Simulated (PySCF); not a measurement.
# CsPb⁺: one state, many levels of theory

State: ³Π (triplet), unpaired electrons σ ↑, π ↑. Set-up: basis Cs def2-SVP with ECP46, Pb def2-SVP with ECP60; scalar-relativistic core potentials; PySCF 2.14. De refers to Cs⁺ + Pb in their high-spin ground configurations, without counterpoise correction. The functionals are run spin-unrestricted. A positive dipole points towards Pb; it is taken about the centre of mass and depends on that origin.

```tsv
Level	Re (Å)	ωe (cm⁻¹)	De (eV)	μ (D)
UHF	4.595	28.6	n/a	-11.53
UHF-MP2	4.417	32.9	n/a	n/a
UHF-SCS-MP2	4.446	32.1	n/a	n/a
UHF-CCSD	4.419	33.1	n/a	n/a
UHF-CCSD(T)	4.410	33.4	n/a	n/a
PBE	4.319	35.2	n/a	-9.76
PBEsol	4.238	37.6	n/a	-9.55
r²SCAN	4.343	34.6	n/a	-10.33
TPSSh	4.341	35.0	n/a	-10.13
PBE0	4.311	35.3	n/a	-10.08
r²SCAN0	4.318	35.4	n/a	-10.35
LC-ωPBE	4.304	34.7	n/a	-10.49
```

The bond length runs from 4.238 Å (PBEsol) to 4.595 Å (UHF).

Correlated steps freeze 4 core orbitals. Spin–orbit coupling is left out, which matters for elements this heavy, above all for dissociation energies. The state was picked by a PBE0 search and need not be the measured ground state.
